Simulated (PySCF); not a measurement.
Exercise with solution: oscillator strength and radiative lifetime

W(O)2(NH2)2 (H₄N₂O₂W), SMILES [W](=[O])([NH2])([NH2])=[O], multiplicity 1.

Geometry optimised at r2SCAN-D4/def2-SVP. The multiplicity is an assumed one; no other spin state was optimised. The structure was generated by enumeration; whether it is a known compound was not checked. The def2 effective core potentials stand for the cores of W; spin–orbit coupling is left out. Other conformers were not sampled.

TDDFT-ωB97X/def2-SVPD in PySCF puts the first singlet state with f over 0.02 at 5.95 eV (vertical), with the transition dipole (-1.008, 0.000, 0.000) in atomic units.

Task: Find the oscillator strength, the wavelength and the radiative lifetime that this transition would have in vacuum if emission retraced absorption.

Result: 
|μ|² = 1.0161 au, so |μ| = 2.56 D. ΔE = 5.95/27.211 = 0.2187 hartree. f = (2/3) ΔE |μ|² = 0.148 (the program prints 0.148).
λ = 1239.84/5.95 = 208 nm; ν = 47990 cm⁻¹.
Einstein's coefficient A = 0.6670 ν² f s⁻¹ (ν in cm⁻¹) = 2.3e8 s⁻¹, so τ = 1/A = 4.4 ns. This state is S4; the lower singlets have f = 0.000, 0.004, 0.000. The figure is the radiative limit of this one transition; relaxation, internal conversion, crossing to triplets and a medium change what is measured.
